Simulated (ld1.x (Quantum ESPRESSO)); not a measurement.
# antimony (Sb), TM semilocal: configuration errors across variants

- Element: antimony
- Generator: ld1.x (Quantum ESPRESSO) 7.5
- Type: norm-conserving Troullier–Martins (semilocal form)
- Functional: PW91
- Relativity: scalar-relativistic
- Frozen core: [Kr] 4d10
- Valence charge: 5
- Reference configuration: 5s2 5p2.5 (charge +0.5)
- Partial waves: 5p (bound): rc 2.35 bohr; 5s (bound): rc 1.45 bohr
- Local potential: the s channel
- Core correction: none

All-electron excitation energies from the reference (eV): (1) 5s2 5p3 -3.288; (2) 5s2 5p2 5.087; (3) 5s2 5p1 21.133; (4) 5s1 5p0 90.048; (5) 5s2 5p3.3 -4.461; (6) 5s0 5p5 13.199; (7) 5s1 5p4 4.850.

In the semilocal form every listed channel keeps its own potential, so the choice of the local channel does not act on these tests. It acts once the file is put into the separable form.

A semilocal file is local in each channel, so a ghost entry of none says nothing of the separable form that plane-wave codes build from it.

3 further variants failed, have other tests or another functional or relativity, and are left out.

A true bound ghost makes a file unfit for plane-wave use even where its test errors are small: the radial tests pick states by their node count and pass the ghost by.

Errors AE − PS in meV (a dash: test not solved or not reliable):

```csv
change,(1),(2),(3),(4),(5),(6),(7),bound ghosts
base,+1.4,-0.4,+7.4,+284,+2.2,+128,+20,none
"all radii scaled by about 0.88 (s 1.28, p 2.06 bohr)",+2.5,+1.7,+40,+871,+4.6,+198,+20,s (extra level of the local part)
wave 5p (bound): rc 2.35 bohr becomes 5p (bound): rc 1.98 bohr,+1.3,-0.6,+7.4,+279,+2.2,+135,+21,none
core correction a·sin(br)/r model core inside 1.36 bohr,+0.5,-2.2,-23,-395,+0.5,-80,-17,none
wave 5s (bound): rc 1.45 bohr becomes 5s (bound): rc 1.34 bohr,+1.6,+0.3,+21,+467,+2.9,+177,+23,none
local potential the p channel,+1.4,-0.4,+7.4,+284,+2.2,+129,+20,none
```

Question: Give the same row for: form changed from semilocal to separable (Kleinman–Bylander), still TM.

Answer: +1.2, -0.7, +5.9, +284, +1.8, +125, +20; bound ghosts: none.
